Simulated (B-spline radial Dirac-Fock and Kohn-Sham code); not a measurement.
**EELS cross sections of the Zn L2 edge**

System: the free zinc atom, [Ar] 3d10 4s2. Method: the first Born approximation with generalised oscillator strengths from a Dirac-Hartree-Slater potential (longitudinal and transverse terms; continuum final states only, so no white lines or fine structure). Computed with a radial finite-basis atomic code. The edge is taken at 1044.9 eV (tabulated value).

Partial cross sections σ(β, Δ) in barn, integrated over a window Δ above the edge and up to the collection semi-angle β, for parallel illumination:

```tsv
E₀ (kV)	β (mrad)	Δ = 25 eV	Δ = 50 eV	Δ = 100 eV	Δ = 200 eV	Δ = 300 eV
60	5	15.6	34.3	66.0	111	141
60	10	47.3	105	203	347	444
60	20	106	235	460	801	1040
60	100	244	546	1090	1970	2640
80	5	19.8	43.7	84.4	143	181
80	50	178	397	789	1410	1870
100	20	105	235	462	813	1060
100	50	163	366	728	1300	1730
100	100	186	417	833	1510	2030
120	50	153	342	680	1220	1630
120	100	170	379	759	1380	1850
200	5	?	?	?	?	?
200	20	97.2	217	431	765	1010
200	50	127	284	567	1020	1370
```

Problem. Give the row for 200 kV and 5 mrad.

Solution. 35.9 b for 25 eV, 79.8 b for 50 eV, 156 b for 100 eV, 269 b for 200 eV, 347 b for 300 eV.
